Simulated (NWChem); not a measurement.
C$_{2}$H$_{7}$FSi; SMILES C[C@@H](F)[SiH3]

### Question
Give the equilibrium geometry at PBE-D3(BJ)/def2-SVP (NWChem) as a Z-matrix, with the point group.

### Answer
point group C1; any orientation.
```
C
F 1 1.4100
H 1 1.1157 2 107.24
C 1 1.5201 3 109.68 2 118.63
H 4 1.1089 1 111.21 3 179.72
H 4 1.1091 5 108.24 1 121.77
H 4 1.1094 5 108.06 6 116.88
Si 1 1.9208 3 109.17 2 -114.96
H 8 1.5021 1 109.56 3 58.81
H 8 1.5036 9 109.61 1 -119.44
H 8 1.5069 9 109.33 10 -119.80
```
